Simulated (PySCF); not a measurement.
CH₂NO, SMILES N[C]=O, multiplicity 2. Geometry: TPSSh-D3(BJ)/def2-TZVP. The isomer is the one that the SMILES or the coordinates give; other isomers of the formula were not compared. The values are those of a single conformer.

Q: Give the equilibrium geometry at TPSSh-D3(BJ)/def2-TZVP (PySCF confirms it by a frequency run) as Cartesian coordinates in Å, and its point group. (Estimate from the structure and the level; the computed values follow.)

A: Several could match; the one computed here: point group Cs.
```xyz
5

N     -0.0940    -1.0813     0.0000
C      0.4086     0.1600     0.0000
O     -0.1528     1.2161     0.0000
H     -1.0957    -1.2461     0.0000
H      0.5245    -1.8731     0.0000
```
Charge 0, spin multiplicity 2.
